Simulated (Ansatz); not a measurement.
Relaxation of Cl$_{2}$H$_{5}$SiSn (9 atoms, charge 0, multiplicity 2), to a largest force component of 0.03 eV/Å in at most 50 steps.

All numbers below come from UKS PBE-D4/def2-SVP in Ansatz.

```xyz
9
Properties=species:S:1:pos:R:3
Sn 0.015 0.024 -0.357
Cl 0.001 0.003 3.253
H 1.623 -0.027 -1.058
H -0.834 1.391 -1.058
Cl -1.118 -1.938 -1.150
Si 0.000 0.000 5.370
H -0.770 -1.199 5.838
H 1.423 -0.067 5.841
H -0.653 1.266 5.841
```

Task: Where does it end, and by what steps?

Result: The forces met the threshold. After 3 steps the energy has fallen by 0.008 eV; H4 moved furthest, 0.04 Å.

```tsv
step	energy less start (eV)	largest force component (eV/Å)	accepted
0	0.0000	0.397	yes
1	-0.0047	0.089	yes
2	-0.0082	0.045	yes
3	-0.0083	0.005	yes
```

```xyz
9
Properties=species:S:1:pos:R:3
Sn 0.021 0.035 -0.328
Cl 0.004 0.007 3.249
H 1.630 -0.056 -1.032
H -0.863 1.383 -1.032
Cl -1.106 -1.916 -1.146
Si 0.000 0.001 5.343
H -0.768 -1.196 5.818
H 1.419 -0.067 5.824
H -0.651 1.263 5.824
```

Time of the run: 8.8 s on 4 threads of Intel(R) Xeon(R) Platinum 8259CL CPU @ 2.50GHz (Skylake/Cascade Lake), on a shared host, peak memory 0.21 GiB.
